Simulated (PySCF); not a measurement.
# Structure from NMR data

Molecular formula: C5H15NOSi. Simulated spectra:

¹H NMR (600 MHz, computed): δ 4.57 (d, 1H), 2.46 (s, 6H), 1.06 (d, 3H), 0.88 (d, 3H), 0.65 (m, 1H), 0.47 (br s, 1H).

¹³C{¹H} NMR (computed): δ 37.3 (CH3, 2C), 17.6 (CH3), 16.1 (CH3), 13.7 (CH).

PySCF 2.14 calculation with coordinates at the PBE0-D3(BJ)/def2-SVP level and GIAO PBE0/pcSseg-1 shieldings; one averaged value for each set of equivalent atoms, no solvent, relativity neglected, a single conformation.

Referencing at the same level of theory: ¹H (σ = 31.27 ppm) and ¹³C (σ = 184.41 ppm) against TMS.

Task: Propose a structure and justify it.

Result: 
1. The formula gives 0 degrees of unsaturation.
2. 4 carbon signals for 5 carbons: some carbons are equivalent by symmetry or fast rotation.
3. Carbon types of the structure: 1 × CH, 4 × CH3, leaving 2 H on heteroatoms.
4. δC 37.3: methyl carbon bonded to N; the inductive effect lowers its shielding.
5. δC 17.6, 16.1: methyl carbon; saturated and bonded to C and H only.
6. δH 4.57: hydrogen on a silicon bonded to C, N, O.
7. δH 2.46: hydrogen on a methyl carbon bonded to N; its carbon carries N, hence the downfield position.
8. δH 1.06, 0.88: hydrogen on a methyl carbon.
9. δH 0.65: hydrogen on an sp3 CH bonded to Si; an electropositive neighbour shields it, as in TMS itself.
10. δH 0.47: hydrogen on an oxygen bonded to Si; exchangeable, gas-phase position.

Structure: `CC(C)[Si@H](O)N(C)C`.

The data come from this structure; uniqueness wasn't tested.

OH/NH shifts are gas-phase values; hydrogen bonding in solution moves them, usually downfield. Shifts are as computed. Against solution values, carbons near 30 ppm lie about +2 ppm off and those near 130 ppm about +5 ppm. Of 1309 compounds with measured shifts, 239 miss one by over three times the rms of a fit or turn the order of signals round; such compounds aren't used in these exercises. No couplings were computed; multiplicities are counted from neighbouring protons, with m where these are inequivalent, close in shift, in a saturated or five-membered ring or joined by F or P, and br s for small geminal =CH2 splittings.
